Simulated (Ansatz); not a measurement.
The cluster AlAs₂⁻. The state is a singlet with charge -1. Geometry PBE-D4/def2-TZVPD, that of the charge -1 singlet.

```xyz
3

Al   -1.180    0.520    0.801
As    0.200   -1.335   -0.276
As    0.979    0.815   -0.526
```

At PBE-D4/def2-TZVPD, r2SCAN-D4/def2-TZVPD the highest occupied level of the charge -1 singlet lies above zero (up to 0.23 eV). By energy differences its removal costs 2.21 eV (vertical, to the charge 0 doublet, at PBE-D4/def2-TZVPD); a positive level beside a positive removal energy at the same level points to self-interaction error. At r2SCAN-D4/def2-TZVPD the unrestricted singlet has broken spin symmetry (⟨S²⟩ up to 0.07). The structure comes from a short search, and lower isomers may exist.

(1) Estimate the orbital energies around the gap (eV) in Ansatz with PBE-D4/def2-TZVPD, r2SCAN-D4/def2-TZVPD, PBE0-D4/def2-TZVPD.

Answers

(1) 
```tsv
orbital	PBE-D4/def2-TZVPD	r2SCAN-D4/def2-TZVPD	PBE0-D4/def2-TZVPD
HOMO−5	-7.24	-7.69	-8.71
HOMO−4	-3.43	-3.76	-4.66
HOMO−3	-1.83	-2.12	-2.80
HOMO−2	-1.71	-1.97	-2.50
HOMO−1	-0.01	-0.16	-0.80
HOMO	0.23	0.02	-0.62
LUMO	0.96	0.95	1.66
LUMO+1	2.45	2.55	3.09
LUMO+2	3.29	3.64	3.83
LUMO+3	3.41	4.00	3.85
LUMO+4	3.80	4.17	4.30
LUMO+5	3.90	4.34	4.51
β HOMO	0.23	0.02	-0.62
β LUMO	0.96	0.95	1.66
```
